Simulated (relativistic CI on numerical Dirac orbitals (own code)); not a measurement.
d1 to d9 in one octahedral field

Computed with a parametric ligand-field model without spin-orbit coupling, by exact diagonalisation: B = 640, C = 2440, 10Dq = 7500 cm⁻¹ (Oh; |10Dq|/B = 11.7) for every shell. Energies in cm⁻¹; the field energy is (0.6 n_e − 0.4 n_t2) × 10Dq of the ground term; g labels are left out.

```csv
Shell,Ground term,Electrons in e,Field energy,First spin-allowed bands,Lowest term of other spin
d1,2T2,0.000,-3000,2E 7500,
d2,3T1,0.067,-5495,"3T2 6612, 3A2 14112",1T2 9098
d3,4A2,0.000,-9000,"4T2 7500, 4T1 12113",2E 11649
d4,?,?,?,?,?
d5,6A1,2.000,0,none,4T1 12831
d6,5T2,2.000,-3000,5E 7500,1A1 5643
d7,4T1,2.067,-5495,"4T2 6612, 4A2 14112",2E 4422
d8,3A2,2.000,-9000,"3T2 7500, 3T1 12113",1E 9692
d9,2E,3.000,-4500,2T2 7500,
```

**Question.** Fill in the row of d4.

**Answer.** Ground term: 5E; Electrons in e: 1.000; Field energy: -4500; First spin-allowed bands: 5T2 7500; Lowest term of other spin: 3T1 7020. Every shell keeps the spin of the free ion. Only d4 to d7 can choose; the field needed to pair spins is smallest for d6 and largest for d5, which loses most exchange energy. In the strong-field picture 10Dq must exceed about 6B + 5C = 16040 (d4), 7.5B + 5C = 17000 (d5), 2.5B + 4C = 11360 (d6) and 4B + 4C = 12320 (d7); mixing of terms shifts these bounds somewhat. High-spin d^(n+5) repeats the spin-allowed bands of d^n, since the half-filled shell is spherical.
